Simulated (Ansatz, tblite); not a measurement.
Cost and result up the ladder for Sb3⁺ (the lowest singlet isomer of a short search) (3 atoms). The state is a singlet with charge 1. Geometry: PBE-D4/def2-SVP.

Cartesian coordinates in Å:
```
Sb -1.2379 -0.7587 -0.6604
Sb -0.2353 0.9952 1.2240
Sb 1.4732 -0.2365 -0.5636
```

Ansatz on 4 threads of Arm Neoverse V1 on a shared host; xTB runs through tblite on one thread. Times are rough, summed over both states, and most runs start from the orbitals of an earlier one. B2PLYP/def2-TZVP serves as the yardstick here, not as an exact answer. The other state is a quintet at its own geometry.

In the def2 sets Sb takes a core potential; there is no spin–orbit coupling. The xTB rows come from tblite. Correlated methods freeze 12 core orbitals; core or outer-core shells of Sb are correlated, in sets that lack core-valence functions. The structure comes from a short search, and lower isomers may exist.

Run but left out: HF/STO-3G (singlet: restricted singlet, unstable in another Hartree–Fock run and untested here); HF/def2-TZVP (singlet: restricted singlet, unstable towards broken spin symmetry).

Correlated methods converge slowly with the basis.

xTB has no spin-polarisation term.

```csv
level,functions,quintet − singlet (eV),difference from B2PLYP/def2-TZVP (eV),remarks
RPA@PBE/def2-TZVP,150,2.66,-0.21,–
LDA (SPW92)/def2-TZVP,150,3.29,0.41,–
MP2/def2-TZVP,150,3.23,0.35,"restricted SCF unstable (singlet), spin-contaminated (⟨S²⟩ 6.14) (quintet)"
B97M-V/def2-TZVP (with forces),150,2.74,-0.13,–
PBE-D4/def2-TZVP,150,2.77,-0.10,–
BHLYP-D4/def2-TZVP,150,2.36,-0.51,–
r2SCAN-D4/def2-TZVP,150,2.47,-0.41,–
GFN2-xTB,27,2.26,-0.61,–
B2PLYP/def2-TZVP,150,2.87,0.00,–
CAM-B3LYP-D4/def2-TZVP,150,2.46,-0.41,–
PBE0-D4/def2-TZVP,150,2.55,-0.32,–
GFN1-xTB,27,3.56,0.69,–
```

Question: Estimate how long each takes.

Answer: GFN2-xTB 0.005 s; GFN1-xTB 0.006 s; LDA (SPW92)/def2-TZVP 2 s; PBE-D4/def2-TZVP 4 s; PBE0-D4/def2-TZVP 6.5 s; MP2/def2-TZVP 6.5 s; BHLYP-D4/def2-TZVP 7.6 s; CAM-B3LYP-D4/def2-TZVP 8.5 s; r2SCAN-D4/def2-TZVP 10 s; RPA@PBE/def2-TZVP 10 s; B2PLYP/def2-TZVP 11 s; B97M-V/def2-TZVP (with forces) 18 s. On shared hardware such times vary by a factor of up to 3.
